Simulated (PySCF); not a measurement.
Write Cartesian coordinates for InChI=1S/C7H14GeO/c1-3-4-5-6-7(2)9-8/h4-5H,2-3,6H2,1,8H3/b5-4- as optimised with PBE0-D3(BJ)/def2-SVP.

```xyz
23
C7H14GeO angstrom
C     -2.5433   -1.6495   -0.5376
C     -1.4293   -0.9034   -0.4856
C     -0.0388   -1.4761   -0.4044
C      0.6219   -1.1787    0.9131
C      1.4181   -0.1384    1.1850
C      1.8505    0.9442    0.2472
C      3.3624    0.9865    0.0480
O     -1.3961    0.4452   -0.4889
Ge    -2.8603    1.4859   -0.3605
H     -2.4760   -2.7374   -0.5282
H     -3.5427   -1.2105   -0.5964
H     -0.0911   -2.5625   -0.5639
H      0.5469   -1.0504   -1.2354
H      0.3859   -1.8741    1.7267
H      1.8148   -0.0618    2.2060
H      1.5127    1.9121    0.6596
H      1.3334    0.8447   -0.7184
H      3.7270    0.0545   -0.4112
H      3.8907    1.1080    1.0074
H      3.6578    1.8235   -0.6033
H     -2.2667    2.8964   -0.3075
H     -3.7379    1.2754   -1.6062
H     -3.6159    1.1096    0.9239
```

Any rigid rotation of these coordinates is as good. Atoms count from 1 in this order. Ge9 (germanium bonded to O and 3 H) is distorted tetrahedral (angles from 102.7° to 112.8°). The C–C distances run from 1.338 Å (C4=C5, drawn double) to 1.526 Å (C6–C7, drawn single), a spread of 0.188 Å. Of the pairs four or more bonds apart, H13···H17 is among the closest relative to their van der Waals radii: 2.12 Å, 88 % of the sum of Bondi's values.

Bonds between heavy atoms (Å): C1=C2 1.342, C2–C3 1.506, C3–C4 1.504, C4=C5 1.338, C5–C6 1.496, C6–C7 1.526, C2–O8 1.349, O8–Ge9 1.801.

Level of theory: PySCF, PBE0-D3(BJ)/def2-SVP geometry optimisation, gas phase.

Point group: C1 (no symmetry element, even within 0.4 Å). PBE0-D3(BJ)/def2-SVP frequencies: not computed here. The numbers are those of one conformer (C1–C2–C3–C4 -113°, C2–C3–C4–C5 -93°, C4–C5–C6–C7 -118°, C1–C2–O8–Ge9 8°).
